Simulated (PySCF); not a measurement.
H$_{2}$Cl$_{3}$NTi (SMILES [NH2][Ti]([Cl])([Cl])[Cl]), singlet, geometry from GFN2-xTB (such geometries of metal compounds can be far from the true shape). Base run: PBE0/6-31G (PySCF).

The PySCF input:
```python
from pyscf import gto, scf, dft

mol = gto.M(
    atom='''
Ti   -0.139371   -0.246005   -0.030698
Cl    1.815466   -0.400736   -0.861508
Cl    0.065581    0.326408    2.013463
Cl   -1.096754    1.401779   -0.990771
N    -1.071315   -1.793225   -0.215426
H    -0.793603   -2.602188   -0.774091
H    -1.974008   -1.999815    0.217317
''',
    basis='6-31g',
    charge=0,
    spin=0,
    verbose=4,
)

mf = dft.RKS(mol)
mf.xc = 'pbe0'
mf.kernel()
mf.analyze()
```

The base run was repeated with changes; each row names its change, and settings that it needs were set with it.

| change | ΔE vs base (mEh) | fitting functions | dipole (D) | outcome |
|---|---|---|---|---|
| base | 0.000 | - | 4.22 | converged |
| auxbasis = def2-tzvp-ri | -9207.9 | 627 | 4.22 | converged |
| auxbasis = even-tempered beta=1.6 | -0.762 | 1085 | 4.23 | converged |
| auxbasis = autoaux | ___ | ___ | 4.23 | converged |
| only_dfj = on; auxbasis = def2-universal-jfit | ___ | 313 | 4.22 | converged |
| auxbasis = def2-svp-ri | -10124.4 | 405 | 4.20 | converged |
| auxbasis = default (with mf = mf.density_fit()) | - | - | - | input refused |
| auxbasis = def2-universal-jfit | 2487.4 | 313 | 4.21 | converged |
| auxbasis = cc-pvdz-jkfit | - | - | - | input refused |
| auxbasis = cc-pvqz-jkfit | - | - | - | input refused |

Problem. Complete the blanks.

Solution. 
- auxbasis = autoaux, ΔE vs base (mEh): -0.659
- auxbasis = autoaux, fitting functions: 720
- only_dfj = on; auxbasis = def2-universal-jfit, ΔE vs base (mEh): -0.135

A fitting set is made for a task (jfit for Coulomb, jkfit for Coulomb and exchange, ri for correlation) and for a family of orbital bases.

- auxbasis = default (with mf = mf.density_fit()): ended with `pyscf.lib.exceptions.BasisNotFoundError: Basis set not found for Ti in cc-pvdz-jkfit`
- auxbasis = cc-pvdz-jkfit: ended with `pyscf.lib.exceptions.BasisNotFoundError: Basis set not found for Ti in cc-pvdz-jkfit`
- auxbasis = cc-pvqz-jkfit: ended with `pyscf.lib.exceptions.BasisNotFoundError: Basis set not found for Ti in cc-pvqz-jkfit`
